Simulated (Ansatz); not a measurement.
Z-matrix (Å, degrees):
```
C
Si 1 1.878
O 1 1.418 2 105.7
H 1 1.098 2 110.7 3 -120.6
H 1 1.099 2 110.6 3 120.6
F 2 1.604 1 108.3 3 -179.8
H 2 1.482 1 110.6 3 61.8
H 2 1.482 1 110.6 3 -61.5
B 3 1.370 1 121.0 2 179.3
N 9 1.400 3 123.1 1 0.1
H 9 1.196 3 116.6 1 -179.9
H 10 1.004 9 121.5 3 -180.0
H 10 1.005 9 124.7 3 0.1
```

Total charge 0; spin multiplicity 1.

Task: List the ωB97M-V/def2-TZVPP orbital energies in eV (the Gaussian-basis code of Ansatz). (An estimate is asked.)

Result: The calculation gave: Occupied: -1807.74, -677.32, -526.43, -394.51, -282.76, -188.03, -148.73, -102.90, -102.81, -102.81, -35.86, -31.66, -27.02, -22.33, -18.19, -17.87, -17.07, -16.15, -15.89, -15.18, -15.11, -15.08, -13.52, -12.12, -11.94, -11.65, -10.87, -10.45. Lowest empty: 1.88, 2.05, 2.73, 2.76, 3.17, 3.58, 4.15, 4.26.
